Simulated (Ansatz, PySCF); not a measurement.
Caution: the restricted solution is unstable towards spin-unrestricted or complex orbitals, so a lower solution exists and this singlet may not be the ground state. This singlet is an excited state, 0.15 eV above the relaxed triplet at the level frozen-core CCSD(T)/cc-pVTZ // PBE0-D3(BJ)/def2-TZVP (Ansatz, a quantum-chemistry and plane-wave program).

Z-matrix (Å, degrees):
```
Si
H 1 1.4867
H 1 1.4868 2 109.06
H 1 1.4897 2 110.86 3 -122.32
C 1 1.9511 2 103.42 3 109.53
F 5 1.3065 1 111.37 2 123.25
```
Charge 0, spin multiplicity 1.

Problem. What is the computed HOMO, total energy and HOMO–LUMO gap (PySCF with PBE-D3(BJ)/def2-TZVP // PBE0-D3(BJ)/def2-TZVP)?

Solution. 
| Item | Value |
|---|---|
| HOMO | -5.03 eV |
| total energy | -428.8616 Ha |
| HOMO–LUMO gap | 0.83 eV |
